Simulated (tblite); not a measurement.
Q: What does the GFN2-xTB structure of `[SiH3]C=C=C([SiH3])Cl` look like in three dimensions?

A: 
```
atom  x, y, z in Å
Si1   -2.4868    0.7200   -0.4017
C2    -1.3077   -0.7410   -0.1962
C3    -0.0246   -0.6541   -0.3541
C4     1.2543   -0.4722   -0.4612
Si5    2.4473   -0.0051    0.9263
Cl6    2.0399   -0.6830   -2.0241
H7    -3.4607    0.3737   -1.4408
H8    -3.1838    0.9178    0.8728
H9    -1.7331    1.9164   -0.7669
H10   -1.7458   -1.6953    0.0670
H11    1.6572    0.1685    2.1453
H12    3.4252   -1.0843    1.0736
H13    3.1142    1.2391    0.5422
```

Any rigid rotation of these coordinates is as good. Atoms count from 1 in this order. Si5 (SiH3 silicon) is tetrahedral (angles from 107.5° to 111.4°). Si1 (SiH3 silicon) is tetrahedral (angles from 107.9° to 111.1°).

Bonds between heavy atoms (Å): Si1–C2 1.889, C2=C3 1.296, C3=C4 1.296, C4–Si5 1.889, C4–Cl6 1.762.

Computed geometry: GFN2-xTB, gas phase.

Point group: C1 (no symmetry element, even within 0.4 Å). Its GFN2-xTB frequencies are all real (lowest 58 cm⁻¹). 2 starts were optimised and ended at 0.00 and 0.37 kcal/mol (GFN2-xTB); the lowest of these is shown.
